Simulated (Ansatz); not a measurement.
Born–Oppenheimer molecular dynamics of BrGeH3O (6 atoms, charge 0, multiplicity 1). It starts at the highest image of a converged band. Of that band: The profile has 2 maxima (images 1, 4) with wells between them (image 2): this band takes more than one step, which may be the mechanism or a detour left from its start path. Neighbouring images differ by up to 1.7 eV, so the band resolves the path poorly. A vibrational analysis at the climbing image gives one clearly imaginary mode, 1468i cm⁻¹: a first-order saddle point.

Computed with RKS PBE0-D4/def2-mTZVP (Ansatz).

```yaml
ensemble: NVE (velocity Verlet)
time_step: 0.5 fs
steps_asked: 200
starting_velocities_drawn_for: 100 K
seed: 7150
```

First frame:

```xyz
6
Properties=species:S:1:pos:R:3
O -0.171 -1.281 0.060
Ge 0.628 0.545 0.091
Br -1.171 1.945 -0.390
H -1.127 -1.213 0.210
H 1.475 0.579 -1.207
H 0.408 -0.638 1.190
```

(1) How far do the bonds stretch over the last three quarters of this one trajectory? (Pairs bonded in most of those frames.)

Results:

(1) 
| bond | mean (Å) | spread (Å) | shortest | longest |
| --- | --- | --- | --- | --- |
| O1–Ge2 | 1.814 | 0.166 | 1.59 | 2.07 |
| O1–H4 | 0.967 | 0.004 | 0.96 | 0.98 |
| Ge2–Br3 | 2.328 | 0.023 | 2.30 | 2.37 |
| Ge2–H5 | 1.576 | 0.053 | 1.48 | 1.69 |
| Ge2–H6 | 1.584 | 0.095 | 1.42 | 1.80 |

Mean temperature of the second half: 2295 K. The conserved energy stayed within 0.44 meV per atom of its start (net change -0.44 meV per atom), so the integration is sound. The kinetic energy rose, since the run started high on the potential surface and went downhill. A run of 0.1 ps of so small a system gives no equilibrium averages. The orbitals stay closed-shell, which can raise the energy where a bond breaks towards radicals; this wasn't checked here.

The run took 10 min on 2 threads of Intel(R) Xeon(R) Platinum 8175M CPU @ 2.50GHz (Skylake/Cascade Lake), on a shared host, peak memory 0.27 GiB.
